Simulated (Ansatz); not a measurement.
Geometry optimisation, RKS B3LYP-D4/def2-mTZVP (Ansatz 0.2.0).

The input (input.yaml):

```yaml
crystal:
  periodic: [false, false, false]
  atoms:
    - { symbol: O, position_ang: [-1.8337, -0.4428, 1.4687] }
    - { symbol: C, position_ang: [-0.7116, -1.1489, 1.2133] }
    - { symbol: S, position_ang: [0.7108, -0.0678, 1.2754] }
    - { symbol: C, position_ang: [0.4639, 1.0558, -0.1158] }
    - { symbol: Si, position_ang: [-0.19358, 2.70391, 0.40798] }
    - { symbol: H, position_ang: [-1.6569, 0.1955, 2.2054] }
    - { symbol: H, position_ang: [-0.7626, -1.6474, 0.2519] }
    - { symbol: H, position_ang: [-0.5823, -1.8962, 1.9822] }
    - { symbol: H, position_ang: [1.51252, 1.14765, -0.61283] }
    - { symbol: H, position_ang: [-0.11977, 0.57278, -0.85189] }
    - { symbol: H, position_ang: [0.67505, 3.33011, 1.43046] }
    - { symbol: H, position_ang: [-0.30985, 3.58125, -0.76159] }
    - { symbol: H, position_ang: [-1.51473, 2.53304, 0.92972] }
basis:
  gaussian: { orbitals: def2-mTZVP }
hamiltonian:
  xc: b3lyp
  dispersion: d4
relax:
  f_tol: 0.015
  max_steps: 40
```

Run as:

```bash
$ ansatz run input.yaml --threads 2 --pin off --max-ram 3072MiB --backend cpu --events-out ev --progress --plain --runs-dir out
```

Where does it end, and by what steps?

The run converged. After 9 steps the energy has fallen by 0.406 eV; H6 moved furthest, 0.31 Å.

```csv
step,energy less start (eV),largest force component (eV/Å),accepted
0,0.0000,2.701,yes
1,-0.3488,1.058,yes
2,-0.3946,0.251,yes
3,-0.4014,0.097,yes
4,-0.4036,0.062,yes
5,-0.4045,0.072,yes
6,-0.4056,0.019,yes
7,-0.4060,0.033,yes
8,-0.4062,0.019,yes
9,-0.4063,0.008,yes
```

```xyz
13
Properties=species:S:1:pos:R:3
O -1.907 -0.436 1.301
C -0.683 -1.127 1.225
S 0.810 -0.063 1.341
C 0.515 1.041 -0.114
Si -0.164 2.724 0.413
H -1.927 0.061 2.132
H -0.686 -1.642 0.266
H -0.562 -1.863 2.025
H 1.466 1.148 -0.637
H -0.170 0.533 -0.793
H 0.828 3.403 1.280
H -0.412 3.577 -0.781
H -1.430 2.562 1.164
```

Time of the run: 45 s on 2 threads of Arm Neoverse V2, with other jobs on the host, peak memory 0.32 GiB.
